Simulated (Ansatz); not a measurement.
`[BH2][SnH]([OH])[F]` + CH₃NH₂ → `BNC` + `[OH][SnH2][F]` at 400 K and 1 bar (cleavage of the B–Sn bond).

Program: Ansatz. Geometries: PBE0-D4/def2-TZVP. ΔE: electronic, gas phase. CBS: MP2 limit from def2 TZ/QZ plus the TZ coupled-cluster correction, frozen cores. Elements past krypton have def2 core potentials. For Sn outer-core shells are correlated without core-valence functions, which leaves a few kJ/mol of doubt a bond. One conformer a species, not always the lowest.

```csv
species,CCSD(T)/CBS energy (Eh),H − E (kJ/mol),S (J/(mol·K))
`[BH2][SnH]([OH])[F]`,-416.20311,142.2,389.9
CH₃NH₂,-95.75281,185.4,256.0
`BNC`,-121.18426,222.8,289.6
`[OH][SnH2][F]`,-390.83308,99.9,332.9
```

H − E and S are ideal-gas, rigid-rotor, harmonic terms from PBE0-D4/def2-TZVP, for one conformer and one mirror image of each species. 1 Eh = 2625.50 kJ/mol, R = 8.31446 J/(mol·K).

Q: By hand: ΔE, ΔH, ΔS and ΔG.

A: ΔE = (-121.18426) + (-390.83308) − (-416.20311) − (-95.75281) = -0.06142 Eh = -161.3 kJ/mol. Δ(H − E) = 222.8 + 99.9 − 142.2 − 185.4 = -4.9, so ΔH = -166.2 kJ/mol. ΔS = 289.6 + 332.9 − 389.9 − 256.0 = -23.4 J/(mol·K). ΔG = -166.2 − 400 × (-23.4)/1000 = -156.8 kJ/mol.

Q: By hand: the equilibrium constant, and the temperature at which ΔG would vanish if ΔH and ΔS stayed fixed.

A: log₁₀ K = −ΔG/(RT ln 10) = 20.5. ΔG = 0 at ΔH/ΔS = 7103 K, far beyond where these terms or the molecules hold.

ΔH outweighs TΔS. A doubt of 5 kJ/mol in ΔE shifts log₁₀ K by 0.7 here. Other conformers and mirror images would add mixing entropy, several J/(mol·K) or more a flexible species. These are equilibria of isolated gas molecules and say nothing of rates. Largest T1 diagnostic: 0.014 (customary marks: 0.02 for closed shells, 0.045 for open ones).
